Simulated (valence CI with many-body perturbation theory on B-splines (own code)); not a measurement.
**Missing levels of Sr33+**

Computed by configuration interaction combined with many-body perturbation theory (CI+MBPT): three valence electrons over a frozen Dirac-Fock core [He], a basis of 11 s, 11 p, 10 d, 8 f, 5 g, 2 h functions for each j, with the one-electron correlation potential Σ1, the two-electron term Σ2, the three-electron term Σ3, Breit, model QED; selected CI, second order for the rest, scaled by the run's own slope (own B-spline code, finite nucleus).

The last digits are not significant, and no measured levels were compared; by estimate large intervals hold to a few tenths of a per cent, small ones and those within an open d or f shell to about a per cent.

| Level | E (Ry) |
| --- | --- |
| (2s^2 2p1/2) J=1/2 | 0.000 |
| (2s^2 2p3/2) J=3/2 | 5.680 |
| (2s 2p1/2^2) J=1/2 | ? |
| (2s 2p1/2 2p3/2) J=3/2 [a] | 10.785 |
| (2s 2p1/2 2p3/2) J=5/2 | ? |
| (2s 2p1/2 2p3/2) J=3/2 [b] | 14.829 |
| (2s 2p1/2 2p3/2) J=1/2 | 15.406 |
| (2s 2p3/2^2) J=5/2 | 17.927 |
| (2s 2p3/2^2) J=1/2 | 21.445 |
| (2s 2p3/2^2) J=3/2 | 21.539 |
| (2p1/2^2 2p3/2) J=3/2 | 22.920 |
| (2p1/2 2p3/2^2) J=3/2 | ? |
| (2p1/2 2p3/2^2) J=5/2 | 28.352 |
| (2p1/2 2p3/2^2) J=1/2 | ? |
| (2p3/2^3) J=3/2 | 34.809 |
| (2s^2 3s) J=1/2 | ? |
| (2s^2 3p1/2) J=1/2 | 176.727 |
| (2s^2 3p3/2) J=3/2 | 178.310 |
| (2s 2p1/2 3s) J=1/2 [a] | ? |
| (2s 2p1/2 3s) J=3/2 | 180.140 |

Levels are named by their leading jj configuration (3d3/2^4 stands for four electrons in 3d with j = 3/2), which in mixed levels can hold well under half, so a name can repeat and another be missing. Letters in brackets count levels of one name in rising energy.

Q: The levels stand in rising order. What does the calculation give for the missing energies?

A: (2s 2p1/2^2) J=1/2 6.950; (2s 2p1/2 2p3/2) J=5/2 12.216; (2p1/2 2p3/2^2) J=3/2 27.369; (2p1/2 2p3/2^2) J=1/2 30.285; (2s^2 3s) J=1/2 174.096; (2s 2p1/2 3s) J=1/2 [a] 179.262.
